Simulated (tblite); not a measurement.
C5H13ClOSi2.
Numbering: `[CH3:1][CH:2]([CH3:3])[C@@H:4]1[CH2:5][SiH2:6][O:7][Si@H:8]1[Cl:9]` (hydrogens: H10, H11, H12 on C1; H13 on C2; H14, H15, H16 on C3; H17 on C4; H18, H19 on C5; H20, H21 on Si6; H22 on Si8)

Geometry (GFN2-xTB, Å), atoms numbered from 1 in this order:
```
atom  x, y, z in Å
C1    -1.9183    1.0818   -0.6403
C2    -1.1838    0.3010    0.4478
C3    -2.0428   -0.8842    0.8898
C4     0.1929   -0.1585   -0.0519
C5     0.9959   -0.9219    1.0212
Si6    2.8463   -0.8104    0.5728
O7     2.7916    0.5701   -0.3208
Si8    1.3479    1.2273   -0.6952
Cl9    1.2818    1.4686   -2.6802
H10   -2.0425    0.4662   -1.5286
H11   -1.3670    1.9756   -0.9225
H12   -2.9037    1.3836   -0.2909
H13   -1.0378    0.9629    1.3099
H14   -3.0278   -0.5407    1.1985
H15   -2.1677   -1.5868    0.0681
H16   -1.5916   -1.4095    1.7273
H17    0.0171   -0.8508   -0.8865
H18    0.8349   -0.4376    1.9881
H19    0.6358   -1.9452    1.1240
H20    3.3098   -1.8722   -0.3137
H21    3.7305   -0.5094    1.6897
H22    1.2881    2.5094   -0.0096
```

Computed values, GFN2-xTB/tblite, gas phase, harmonic and unscaled. Against measured fundamentals such values can be off by several per cent, at times by over 20. Modes of hydrogen on silicon can be 10 to 20 % off. One conformer, not necessarily the lowest.

Harmonic wavenumbers (cm⁻¹): 55.9, 64.9, 95.6, 116.3, 161.7, 205.9, 215.2, 224.5, 293.0, 305.2, 350.3, 371.3, 424.9, 454.4, 490.4, 542.5, 584.9, 614.3, 646.9, 672.6, 700.1, 750.1, 770.8, 790.3, 818.9, 905.2, 936.4, 947.7, 976.9, 990.0, 1047.4, 1083.8, 1114.2, 1153.7, 1180.9, 1232.2, 1247.5, 1280.9, 1322.6, 1345.2, 1410.1, 1424.2, 1485.0, 1495.8, 1501.3, 1505.9, 1514.3, 2293.3, 2317.6, 2322.1, 2888.6, 2916.0, 2951.7, 2991.0, 3024.3, 3025.1, 3029.9, 3033.4, 3038.7, 3046.1.

A = 1103, B = 898.8, C = 537.3 MHz; mass 180.019 u (most abundant isotopes); point group C1, symmetry number 1.

Question: Zero-point energy?

Answer: Half the sum of the wavenumbers: 37350 cm⁻¹ = 446.81 kJ/mol.

Question: Give the ideal-gas entropy at 298.15 K and 1 bar in the rigid-rotor, harmonic-oscillator model (classical rotation).

Answer: Translation 173.62, rotation 128.78, vibration 150.81: S = 453.2 J/(mol K).

Question: And Cp and H(298.15 K) − H(0)?

Answer: Cp = 197.07 J/(mol K), of which vibrations give 163.81 (their classical limit is 60 R = 498.9); H(298.15 K) − H(0) = 34.32 kJ/mol without the zero-point energy, 24.40 from vibrations.

Question: Blend soft modes into free rotors: weight 1/[1 + (100 cm⁻¹/ν̃)⁴] for the oscillator and the rest for a rotor with moment μB/(μ + B), μ = h/(8π²ν), B = 10⁻⁴⁴ kg m². What vibrational entropy results?

Answer: 140.68 J/(mol K) in place of 150.81, which changes −T·S at 298.15 K by +3.02 kJ/mol.

Question: What must be added to the electronic energy to get the Gibbs energy at 298.15 K and 1 bar?

Answer: ZPE + [H(298.15 K) − H(0)] − T·S = 446.81 + 34.32 − 135.13 = 346.00 kJ/mol.

Question: How do the functions run with temperature in this model?

Answer: 
```csv
T (K),S (J/(mol K)),Cp (J/(mol K)),H − H(0) (kJ/mol),G − H(0) (kJ/mol),ln q(vib)
150,348.2,117.1,10.99,-41.24,3.44
250,420.8,171.7,25.44,-79.76,6.71
400,518.2,246.1,56.95,-150.32,11.65
600,632.8,319.3,113.96,-265.69,18.09
900,776.7,389.4,221.15,-477.84,27.07
```

q(vib) and H(0) count from the zero-point level.

Hindered rotation and anharmonicity are outside this model. Other conformers, if any are populated, would add a mixing term that is left out. The structure is chiral; the term R ln 2 for an equal mix with its mirror image is left out.
